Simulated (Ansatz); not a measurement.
Species: C$_{2}$H$_{10}$N$_{2}$Si, charge 0, multiplicity 1. 
Coordinates optimised at B3LYP-D3(BJ)/def2-TZVP (Ansatz, an electronic-structure program):
```
Si
N 1 1.7232
H 2 1.0068 1 121.33
H 2 1.0076 3 111.68 1 -153.03
N 1 1.7232 2 105.70 3 155.70
H 5 1.0068 1 121.33 2 155.70
H 5 1.0076 6 111.68 1 -153.03
C 1 1.8761 2 105.35 3 32.35
H 8 1.0921 1 111.16 2 59.74
H 8 1.0924 9 107.87 1 -121.53
H 8 1.0937 9 107.89 10 -115.76
C 1 1.8761 2 116.01 3 -88.00
H 12 1.0921 1 111.16 2 -56.77
H 12 1.0924 13 107.87 1 -121.53
H 12 1.0937 13 107.89 14 -115.76
```
Charge 0, spin multiplicity 1.

Total electronic energies in hartree. Cores are frozen in the correlated levels unless marked. No spin-orbit coupling. No relativistic terms. CBS(X,Y): correlation extrapolated as X^-3; Hartree-Fock from the larger set. [CCSD(T)-MP2]/basis is that difference in the basis named.

```tsv
level	program	energy (Eh)
HF/aug-cc-pV(Q+d)Z	Ansatz	-479.59534
BLYP-D4/def2-TZVPD	Ansatz + dftd4	-481.33632
r2SCAN-D4/def2-TZVPD	Ansatz + dftd4	-481.27563
B3LYP-D3(BJ)/def2-TZVPD	Ansatz + dftd3	(withheld)
r2SCANh/def2-TZVPD	Ansatz	-481.26337
LC-wPBE-D3(BJ)/def2-TZVPD	Ansatz + dftd3	(withheld)
B2PLYP/def2-TZVPD	Ansatz	-481.11812
SCS-MP2/aug-cc-pV(D+d)Z	Ansatz	-480.28689
CCSD/STO-3G	Ansatz	-474.07966
CCSD/cc-pwCVTZ	Ansatz	-480.55508
CCSD(T)/6-31G*	Ansatz	-480.19668
CCSD(T)/aug-cc-pV(T+d)Z	Ansatz	-480.60161
CCSD(T) with core electrons (1s frozen past Ne)/cc-pwCVTZ	Ansatz	-481.05106
RI-MP2/CBS(cc-pV(T+d)Z,cc-pV(Q+d)Z)+[CCSD(T)-MP2]/cc-pV(Q+d)Z	Ansatz	-480.6992
CCSD(T)/CBS(cc-pV(T+d)Z,cc-pV(Q+d)Z)	Ansatz	-480.6949
```

### Question
Fill in the missing entries.

### Answer

- B3LYP-D3(BJ)/def2-TZVPD, energy (Eh): -481.46262
- LC-wPBE-D3(BJ)/def2-TZVPD, energy (Eh): -481.22457
